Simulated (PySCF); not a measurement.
**Dipole response of Te²⁺ (tellurium, charge +2)**

[Kr] 4d10 5s2 5p2, high-spin 3P determinant. Computed with PySCF 2.14 in aug-cc-pwCVTZ-PP with ECP28MDF, with a scalar-relativistic core potential. Coupled (time-dependent) response in atomic units; α is the mean over directions.

```tsv
method	mean α (bohr³)	α xx, yy, zz	C₆ (like pair)	S(−4)
B3LYP	14.77	14.48, 14.92, 14.92	98.85	51.39
```

S(−4) is the Cauchy moment in α(ω) = α(0) + S(−4) ω² + …

Spin-orbit coupling is absent.

α(iu) at B3LYP:

| u (hartree) | α(iu) (bohr³) |
| --- | --- |
| 0 | 14.77 |
| 0.0500 | 14.64 |
| 0.100 | 14.28 |
| 0.200 | 13.00 |
| 0.300 | 11.36 |
| 0.500 | 8.271 |
| 0.750 | 5.666 |
| 1.00 | 4.133 |
| 1.50 | 2.576 |
| 2.00 | 1.826 |
| 3.00 | 1.099 |
| 5.00 | 0.5344 |

A single London oscillator, α(iu) = α/(1 + u²/ω²), gives C₆ = (3/4) ω α². Matching the computed C₆ needs ω = 4 × 98.85 / (3 × 14.77²) = 0.604 hartree.

For an ion, C₆ is the dispersion term alone; charge-induced terms of lower order in 1/R come first.

The components differ because the open shell of this determinant is not spherical; for a pure term their mean is the scalar polarisability.

Energies and moments cover only the electrons outside the core potential.
